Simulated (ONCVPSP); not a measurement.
Plane-wave convergence, ONCV potential for Bi

Bi (Z = 83), optimised norm-conserving Vanderbilt (ONCV), made with ONCVPSP 4.0.1 (PBE, scalar-relativistic). Core [Xe] 4f14, reference 5d10 6s1 6p4. Waves: 6s: rc 1.92 bohr, ncon 4, nbas 9, qcut 3 1/bohr, 1 projector; 6p: rc 2.58 bohr, ncon 4, nbas 8, qcut 3.3 1/bohr, 2 projectors, debl 0.8 Ha; 5d: rc 1.32 bohr, ncon 3, nbas 6, qcut 8.8 1/bohr, local. Local part: the d channel. Core correction: Teter function, fcfact 2.25, rcfact 1.2.

Task: For each optimised wave give the share of its norm inside rc, the residual kinetic energy above qcut (Ha) and the cutoffs (Ha) for errors of 10, 1, 0.1 and 0.01 mHa per electron.

Result:

```csv
wave,norm inside rc,residual KE,10 mHa,1 mHa,0.1 mHa,0.01 mHa
6s,0.416,1.2e-02,4.9,33.5,61.7,71.1
6p,0.418,5.2e-04,1.6,4.9,17.2,29.9
p projector 2,0.241,1.2e-03,3.5,5.7,12.4,29.2
5d,0.638,4.1e-06,21.5,26.7,31.0,35.0
```

The occupied waves need 34 Ha and 62 Ha for 1 and 0.1 mHa. Note: ghosts flagged at negative energy: s at -113.2 eV; GHOST(+) flagged for p at 19.0 eV. A true bound ghost makes a file unfit for plane-wave use.
